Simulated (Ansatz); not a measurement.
Ansatz (a first-principles code) input (CAM-B3LYP/def2-TZVPD):

Ansatz 0.2 input:
```yaml
crystal:
  periodic: [false, false, false]
  atoms:
    - {symbol: O, position_ang: [-2.29498845, -0.38450251, 0.52044252]}
    - {symbol: C, position_ang: [-1.11923642, -0.13436138, 0.22358043]}
    - {symbol: C, position_ang: [0.06915368, 0.01046777, -0.01504621]}
    - {symbol: C, position_ang: [1.34764172, 0.17449399, -0.27643776]}
    - {symbol: O, position_ang: [2.44560772, 0.31497140, -0.50070003]}
    - {symbol: H, position_ang: [-2.99030809, 0.25264660, 0.24948128]}
basis:
  gaussian:
    orbitals: def2-TZVPD
hamiltonian:
  xc: {name: CAM-B3LYP}
total_charge: 1
output: {forces: true}
```

End of the output:

```
integrals: 0.11 GiB planned
941 factors; their error is unknown
integrals: 0.14 GiB planned
310 factors; integrals over basis functions are off by at most 2.7e-5 eV
mean field: 1.05 GiB planned
mean field evaluation 1: about -7202.1729 eV, gradient 7.3e1 eV
mean field evaluation 2: about -7197.0810 eV, gradient 9.2e1 eV
mean field evaluation 4: about -7210.1792 eV, gradient 4.9e0 eV
mean field evaluation 8: about -7210.2200 eV, gradient 1.6e-1 eV
mean field evaluation 16: about -7210.2395 eV, gradient 4.8e-4 eV
mean field -7210.23948969 eV, -264.9714139703 hartree, gradient 8.6e-5 eV, S^2 0.000000; 0 other end points of the search recorded, 0 dependent functions left out
the calculation of the forces begins
reference -7210.23960504 eV, -264.9714182092 hartree; 17, 17 occupied and 183, 183 virtual orbitals, 941 factors
Total energy: -7210.23960504 eV, -264.9714182092 hartree
Atom 0 at    -2.294988    -0.384503     0.520443 Å, force     0.171841     0.105053    -0.082344 eV/Å
Atom 1 at    -1.119236    -0.134361     0.223580 Å, force     0.411118    -0.018225    -0.043690 eV/Å
Atom 2 at     0.069154     0.010468    -0.015046 Å, force    -0.675586    -0.060075     0.122996 eV/Å
Atom 3 at     1.347642     0.174494    -0.276438 Å, force     0.919435     0.118242    -0.188142 eV/Å
Atom 4 at     2.445608     0.314971    -0.500700 Å, force    -0.856875    -0.110067     0.175267 eV/Å
Atom 5 at    -2.990308     0.252647     0.249481 Å, force     0.030068    -0.034928     0.015912 eV/Å
Dipole moment:    -0.704537     0.204012    -0.023399 e Å
```

It need not be the lowest isomer of its formula.
